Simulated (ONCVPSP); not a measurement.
**Cutoff test, tungsten (W), ONCV**

tungsten (W), optimised norm-conserving Vanderbilt (ONCV), made with ONCVPSP 4.0.1 (BLYP, scalar-relativistic). Core [Xe], reference 4f14 5d4 6s2. Waves: 6s: rc 2.30 bohr, ncon 4, nbas 7, qcut 2.2 1/bohr, 3 projectors, debl 3.3 Ha; p scattering state at 0.3 Ha: rc 2.55 bohr, ncon 4, nbas 8, qcut 2.6 1/bohr, 2 projectors, debl 2.2 Ha; 5d: rc 2.85 bohr, ncon 4, nbas 9, qcut 5 1/bohr, 2 projectors, debl 2.5 Ha; 4f: rc 0.55 bohr, ncon 4, nbas 8, qcut 22.9 1/bohr, local. Local part: the f channel. Core correction: Teter function, fcfact 6, rcfact 1.05.

In the p channel the program set the typed energies aside and used 0.050, 2.250 Ha.

**Question.** For each optimised wave give the share of its norm inside rc, the residual kinetic energy above qcut (Ha) and the cutoffs (Ha) for errors of 10, 1, 0.1 and 0.01 mHa per electron.

**Answer.**

```
         wave  norm inside rc  residual KE  10 mHa  1 mHa  0.1 mHa  0.01 mHa
           6s           0.222      4.9e-03     2.0    5.0     12.7      21.6
s projector 2           0.144      3.7e-01    13.0   29.8     35.5      52.9
s projector 3           0.108      1.3e+00    15.2   31.6     39.9      44.9
p projector 1           0.190      1.4e-03     1.1    8.7     29.6      38.0
p projector 2           0.162      1.2e-01    32.6   41.8     53.2      80.1
           5d           0.824      6.5e-06     7.6    9.5     10.9      12.3
d projector 2           0.208      2.1e-04     9.4   11.3     15.5      44.5
           4f           0.516      1.5e-02   277.6  829.0    968.3    1477.1
```

The occupied waves need 829 Ha and 968 Ha for 1 and 0.1 mHa. Note: ghosts flagged at negative energy: s at -778.2 eV, s at -57.6 eV, p at -1390.9 eV, p at -85.8 eV, d at -553.7 eV; GHOST(+) flagged for p at 92.6 eV, s at 268.3 eV. A true bound ghost makes a file unfit for plane-wave use.
